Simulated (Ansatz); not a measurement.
Geometry optimisation, Ansatz 0.2.0, RKS BHLYP/STO-3G.

Input:

```yaml
crystal:
  periodic: [false, false, false]
  atoms:
    - { symbol: O, position_ang: [0.49, 1.7922, 0.4371] }
    - { symbol: C, position_ang: [-0.1762, 0.5975, 0.0252] }
    - { symbol: Si, position_ang: [-0.3771, -0.7223, 1.3379] }
    - { symbol: Si, position_ang: [0.711, -0.3124, -1.4031] }
    - { symbol: Cl, position_ang: [-1.8324, 1.043, -0.5188] }
    - { symbol: H, position_ang: [-0.2433, 2.5316, 0.2786] }
    - { symbol: H, position_ang: [1.0062, -1.2142, 1.8272] }
    - { symbol: H, position_ang: [-1.0916, -1.8839, 0.8806] }
    - { symbol: H, position_ang: [-1.0473, -0.1629, 2.5865] }
    - { symbol: H, position_ang: [0.7804, 0.5686, -2.5615] }
    - { symbol: H, position_ang: [-0.1669, -1.503, -1.8208] }
    - { symbol: H, position_ang: [2.0242, -0.7896, -1.0351] }
basis:
  gaussian: { orbitals: STO-3G }
hamiltonian:
  xc: { name: BHLYP }
relax:
  f_tol: 0.02
  max_steps: 40
scf:
  lower_state_search: "off"
output:
  orbitals: {}
```

Launched with:

```bash
$ ansatz run input.yaml --threads 1 --pin off --max-ram 2048MiB --backend cpu --events-out ev --progress --plain --runs-dir out
```

Problem. Where does it end, and by what steps?

Solution. The run converged. Limits of this set-up: minimal basis. After 10 steps the energy has fallen by 1.015 eV; H6 moved furthest, 0.87 Å.

```tsv
step	energy less start (eV)	largest force component (eV/Å)	accepted
0	0.0000	4.516	yes
1	-0.6895	1.078	yes
2	-0.7876	0.308	yes
3	-0.8407	0.569	yes
4	-0.8478	1.998	yes
5	-0.9549	1.376	yes
6	-1.0012	0.299	yes
7	-1.0021	0.328	yes
8	-1.0139	0.100	yes
9	-1.0144	0.036	yes
10	-1.0145	0.010	yes
```

```xyz
12
Properties=species:S:1:pos:R:3
O 0.481 1.721 0.192
C -0.179 0.483 -0.076
Si -0.412 -0.645 1.441
Si 0.710 -0.307 -1.558
Cl -1.955 0.850 -0.679
H 0.006 2.107 0.995
H 0.881 -1.066 1.890
H -1.195 -1.784 1.074
H -1.055 0.111 2.472
H 0.727 0.610 -2.656
H 0.021 -1.510 -1.908
H 2.047 -0.624 -1.154
```

Whether the end is a true minimum wasn't checked by a vibrational analysis.

The run took 22 s on 1 thread of Intel(R) Xeon(R) Platinum 8559C (Emerald Rapids), on a shared host, peak memory 0.17 GiB.
